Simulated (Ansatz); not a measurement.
`[BH2][AlH][S]C` + `[CH2]1[NH][AlH]1` → `B[N]1[CH2][AlH]1` + `C[S][AlH2]`  (cleavage of the B–Al bond)

Isolated molecules relaxed with PBE0-D4/def2-TZVP in Ansatz; ΔE leaves out vibrations. CBS: MP2 limit from def2 TZ/QZ plus the TZ coupled-cluster correction, frozen cores. DFT in def2-TZVPP. One conformer a species, not always the lowest.

**Question.** Is it downhill or uphill in electronic energy at CCSD(T)/CBS, and by how much? (Estimate.)

**Answer.** Ansatz gave: Downhill: ΔE = -1.76 eV.

**Question.** What do these levels give: revPBE-D4, BHLYP-D4, ωB97X-V, ωB97M-V, PBE-QIDH, revPBE, r2SCAN, r2SCAN0, MP2/def2-SVP, MP2/def2-TZVPP, SCS-MP2/def2-TZVPP, CCSD(T)/def2-TZVPP? (Estimate.)

**Answer.** Ansatz gave: revPBE-D4 -1.75, BHLYP-D4 -1.84, ωB97X-V -1.77, ωB97M-V -1.83, PBE-QIDH -1.80, revPBE -1.70, r2SCAN -1.81, r2SCAN0 -1.81, MP2/def2-SVP -1.99, MP2/def2-TZVPP -1.87, SCS-MP2/def2-TZVPP -1.84, CCSD(T)/def2-TZVPP -1.78 eV.

Largest T1 diagnostic among the species: 0.015.

At CCSD(T), def2-SVP lies −0.13 eV from the extrapolated value and def2-TZVPP −0.02 eV. Leaving LDA and LC-ωPBE aside and taking each functional with its dispersion term where it has one, the values, not all of them listed here, spread over 0.17 eV, from B97M-V to revPBE-D4. LDA lies −0.13 eV from PBE without D4.
